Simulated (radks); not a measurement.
Results of a calculation; reference values are marked as such.
Ionisation of Mg+, [Ne] 3s1, to Mg2+, [Ne], under several functionals. Non-relativistic Kohn-Sham, spin-polarised, spherical densities, point nucleus; open shells are filled with parallel spins first; a radial shooting solver on a logarithmic mesh with Libxc functionals. Known Delta-SCF values: Wu-Cohen GGA 15.196 eV; OLYP 15.241 eV. What does RPBE give, and what is its highest occupied eigenvalue?

Answer. 15.305 eV by Delta-SCF; the 3s eigenvalue is -11.851 eV. NIST: 15.035 eV (measured).
